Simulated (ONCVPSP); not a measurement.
# C (Z = 6), ONCV: configuration errors across variants

carbon (C), optimised norm-conserving Vanderbilt (ONCV), made with ONCVPSP 4.0.1 (PBE, scalar-relativistic). Core [He], reference 2s1.75 2p2.25. Waves: 2s: rc 1.10 bohr, ncon 4, nbas 9, qcut 5.8 1/bohr, 3 projectors, debl 3.9 Ha; 2p: rc 1.60 bohr, ncon 4, nbas 9, qcut 5.3 1/bohr, 2 projectors, debl 2.8 Ha; d scattering state at 0.29 Ha: rc 1.35 bohr, ncon 3, nbas 7, qcut 8.3 1/bohr, 2 projectors, debl 1.3 Ha. Local part: polynomial inside 0.85 bohr (lpopt 5, dvloc0 0 Ha). Core correction: polynomial model core, fcfact 0.75.

All-electron excitation energies from the reference (eV): (1) 2s2 2p2 -2.117; (2) 2s2 2p1 8.744; (3) 2s2 2p0 32.900; (4) 2s1 2p3 6.361.

1 further variants failed, have other tests or too few solved ones, and are left out.

A true bound ghost makes a file unfit for plane-wave use even where its test errors are small: the radial tests pick states by their node count and pass the ghost by.

Errors AE − PS in meV (a dash: test not solved or not reliable):

| change | (1) | (2) | (3) | (4) | bound ghosts | GHOST(+) flags above zero |
| --- | --- | --- | --- | --- | --- | --- |
| base | +0.1 | +35 | +272 | +0.3 | none | s |
| s: rc 0.84; local potential polynomial inside 0.84 bohr (lpopt 5, dvloc0 0 Ha) | 0.0 | +33 | +261 | +0.3 | s | s |
| s: rc 0.96 | 0.0 | +34 | +263 | +0.1 | s | s |
| s: rc 1.16 | +0.1 | +36 | +278 | +0.3 | none | none |
| s: rc 1.2 | +0.1 | +36 | +280 | +0.4 | none | none |
| s: rc 1.3 | +0.1 | +38 | +291 | +0.5 | none | none |
| s: rc 1.4 | +0.1 | +40 | +302 | +0.6 | none | none |
| s: rc 1.5 | +0.1 | +42 | +316 | +0.5 | none | none |
| s: rc 1.62 | 0.0 | +45 | +332 | +0.2 | none | none |

(1) Give the same row for: s: rc 1.02.

## Answers

(1) 0.0, +34, +266, +0.2; bound ghosts: s; GHOST(+) flags above zero: s.
